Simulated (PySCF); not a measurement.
HI, SMILES I. Atoms are numbered in the order given.

```xyz
2

I      0.0000     0.0000    -0.0298
H      0.0000     0.0000     1.5802
```
Charge 0, spin multiplicity 1.

Coordinates come from a PBE0-D3(BJ)/def2-TZVPD optimisation. The def2 effective core potentials stand for the cores of I; spin–orbit coupling is left out.

Vertical ionisation energy (IE) and electron affinity (EA) in eV. Rows of orbital energies are one-electron estimates. Where ΔSCF, EOM or ADC give a negative EA the extra electron is unbound and the value depends on the basis.

| level | IE | EA |
|---|---|---|
| −ε(HOMO), −ε(LUMO), r2SCAN/def2-TZVPD (PySCF) | 7.08 | 1.45 |
| −ε(HOMO), −ε(LUMO), PBE/def2-TZVPD (PySCF) | 6.79 | 1.80 |
